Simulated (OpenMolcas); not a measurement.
**Er3+ in Cs2NaYF6: curves along the breathing mode**

Er3+ with its 6 nearest fluoride ions, on the Y site of Cs2NaYF6 (a = 9.075 Å, distance in the model lattice 2.178 Å). The rest of the host is ab initio model potentials to 7.6 Å, with orthogonalisation functions on the cations behind the ligands, and point charges beyond; the distance is set by hand and nothing relaxes. Ligand basis ANO-RCC-VDZP.

* Program: OpenMolcas 26.06
* Method: CASSCF
* Basis: ANO-RCC-VDZP [7s6p4d2f1g]
* Scalar Hamiltonian: DKH2, point nucleus
* Active space: 11 electrons in 7 orbitals (4f)
* State averaging: 2S+1 = 4 odd, 35 roots (30 in the spin-orbit step); 2S+1 = 2 odd, 35 roots kept (CI in the orbitals of an earlier block)
* Spin-orbit coupling: state interaction with AMFI integrals over the reference wave functions

Spin-free energies (labels of O, the rotations of Oh) in cm-1 above the lowest fitted minimum, as all ligands move together:

```tsv
R (Å)	4A1	4T2	4T1	4E	4T2(2)	4A2	2T1
2.048	5940	5960	6020	6480	6600	6760	23860
2.096	1760	1770	1830	2220	2320	2460	19670
2.144	90	110	150	500	580	700	17990
2.192	530	540	580	880	960	1060	18420
2.241	2800	2820	2840	3110	3180	3260	20680
2.289	6560	6580	6600	6840	6890	6970	24440
2.337	11650	11670	11690	11900	11950	12010	29530
```

Cubic fits give the following; the wavenumber is harmonic, with the mass of all moving ligands, small differences in it between states hang on the degree of the fit, a number in brackets counts states of one label, and the table is a selection of at most 14 states with clean curves.

| State | R0 (Å) | Breathing mode (cm-1) | Minimum (cm-1) |
| --- | --- | --- | --- |
| 4A1 | 2.158 | 511 | 0 |
| 4T2 | 2.158 | 511 | 10 |
| 4T1 | 2.158 | 511 | 50 |
| 4E | 2.159 | 512 | 390 |
| 4T2(2) | 2.159 | 512 | 470 |
| 4A2 | 2.160 | 512 | 580 |
| 2T1 | 2.158 | 512 | 17890 |
| 2T2 | 2.158 | 512 | 17950 |
| 4A2(2) | 2.157 | 512 | 17960 |
| 2E | 2.158 | 512 | 18010 |
| 2T1(2) | 2.159 | 511 | 18030 |
| 4T2(3) | 2.158 | 511 | 18160 |
| 4A1(2) | 2.158 | 511 | 18260 |
| 4T1(2) | 2.159 | 512 | 18540 |

For an f ion spin-orbit coupling outweighs the ligand field, so these spin-free curves are not those of observable levels.

High states are left out of the spin-orbit mixing, which shifts the levels that they would mix with. Without dynamic correlation the ligand-field splitting of an f shell can come out too small, at times by half. No measured value stands beside these numbers.
